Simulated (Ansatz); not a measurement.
`[SiH3]S[SiH2]Cl` + `C#C` → `C#C[SiH2]S[SiH3]` + HCl  (formal exchange of groups at the Si–Cl bond)

Isolated molecules relaxed with PBE0-D4/def2-TZVP in Ansatz; ΔE leaves out vibrations. CCSD(T)/CBS adds triple-zeta CCSD(T) − MP2 to the extrapolated MP2 energy (def2 sets, frozen cores). This one scheme is used for every species. DFT in def2-TZVPP. B3LYP here is the variant with VWN-RPA as its local correlation; programs differ in this. One conformer a species, not always the lowest.

`[SiH3]S[SiH2]Cl`:

Z-matrix (Å, degrees):
```
Si
S 1 2.147
H 1 1.485 2 109.5
H 1 1.482 2 106.2 3 119.3
H 1 1.482 2 110.9 3 -121.2
Si 2 2.118 1 98.1 3 35.5
Cl 6 2.056 2 112.0 1 59.0
H 6 1.479 2 111.2 1 -59.9
H 6 1.478 2 106.7 1 177.7
```

`C#C`:

```xyz
4

C    -0.019   -0.597   -0.030
C     0.019    0.597    0.030
H    -0.053   -1.660   -0.083
H     0.053    1.660    0.083
```

`C#C[SiH2]S[SiH3]`:

Cartesian coordinates in Å:
```
C -2.332 -0.133 -0.931
C -1.425 -0.698 -0.372
Si -0.023 -1.498 0.472
S 1.829 -0.709 -0.223
Si 1.379 1.368 0.046
H -3.137 0.362 -1.426
H -0.179 -1.276 1.930
H -0.006 -2.947 0.165
H 0.620 1.910 -1.107
H 2.685 2.063 0.156
H 0.591 1.557 1.290
```

HCl:

Cartesian coordinates in Å:
```
Cl -0.453 0.437 -0.112
H 0.453 -0.437 0.112
```

```tsv
species	B3LYP energy (Eh)
`[SiH3]S[SiH2]Cl`	-1440.60320
`C#C`	-77.36557
`C#C[SiH2]S[SiH3]`	-1057.10913
HCl	-460.83627
```

(1) Work out ΔE.

Largest T1 diagnostic among the species: 0.013.

Answers

(1) ΔE = (-1057.10913) + (-460.83627) − (-1440.60320) − (-77.36557) = 0.02337 Eh = +61.4 kJ/mol. CCSD(T)/CBS gives +60.2 kJ/mol.

In def2-TZVPP, CCSD(T) changes the Hartree–Fock value by −10.9 kJ/mol (the triples alone add −1.6 kJ/mol) and MP2 by −9.6 kJ/mol.
